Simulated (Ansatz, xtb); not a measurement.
## Two conformers of BH7N2Si

Structure a is `NBN[SiH3]`, a singlet and structure b is `NBN[SiH3]`, a singlet. Both are isolated molecules in the gas phase, relaxed with PBE0-D3(BJ)/def2-SVP.

a (Å):

```xyz
11

B     1.1788   -1.0570    0.5679
N     1.8424   -2.1025   -0.0997
N    -0.1769   -0.6978    0.2957
Si   -1.0880    0.5745    1.0621
H     2.8009   -2.3414    0.1064
H     1.4256   -2.6806   -0.8172
H     1.7893   -0.4358    1.4109
H    -0.6626   -1.2369   -0.4165
H    -0.2070    1.2369    2.0638
H    -1.5618    1.5894    0.0674
H    -2.3088    0.0424    1.7478
```

b (Å):

```xyz
11

B     1.0951    0.1590    1.8920
N     1.0092    1.2217    0.9754
N     0.0905   -0.8547    2.0161
Si   -1.3788   -1.0600    1.1047
H     0.2318    1.3830    0.3490
H     1.7218    1.9345    0.9275
H     2.0704    0.1016    2.6108
H     0.2943   -1.5706    2.7041
H    -1.9095    0.2851    0.7229
H    -2.3847   -1.7730    1.9482
H    -1.1985   -1.8451   -0.1580
```

Q: Which of the two would you expect CCSD(T)/def2-SVP + ΔMP2/def2-TZVPP electronic energies to favour?

A: Too close to call at this level: CCSD(T)/def2-SVP + ΔMP2/def2-TZVPP gives E(b) − E(a) = +0.007 eV.

Level by level:

```tsv
level	geometry	E(b) − E(a) (eV)	departure from the last row (eV)	job, with rough time for the two
PBE0-D3(BJ)/def2-SVP	PBE0-D3(BJ)/def2-SVP	+0.008	0.000	optimisation, 75 s
HF/def2-SVP	PBE0-D3(BJ)/def2-SVP	+0.028	+0.020	part of the CCSD(T) run
MP2/def2-SVP	PBE0-D3(BJ)/def2-SVP	+0.020	+0.012	part of the CCSD(T) run
CCSD(T)/def2-SVP	PBE0-D3(BJ)/def2-SVP	+0.018	+0.010	single point
CCSD(T)/def2-SVP + ΔMP2/def2-TZVPP	PBE0-D3(BJ)/def2-SVP	+0.007		single point, 18 s
```

The largest departure from CCSD(T)/def2-SVP + ΔMP2/def2-TZVPP is that of HF/def2-SVP, 0.020 eV. Levels run at GFN2-xTB geometries aren't shown. The last row adds to CCSD(T) the change of the MP2 difference between the two basis sets, here −0.010 eV.

With harmonic frequencies from PBE0-D3(BJ)/def2-SVP (ideal gas, rigid rotor, one conformer each, 298.15 K, 1 atm): on the last row, ΔE + ΔZPE = +0.011 eV. A mode under 50 cm⁻¹ makes harmonic enthalpies and free energies unreliable, so none is given.

The correlated steps freeze 8 core orbitals. Run with Ansatz 0.2.0; the last row on 2 threads of Arm Neoverse V2 on a shared host.
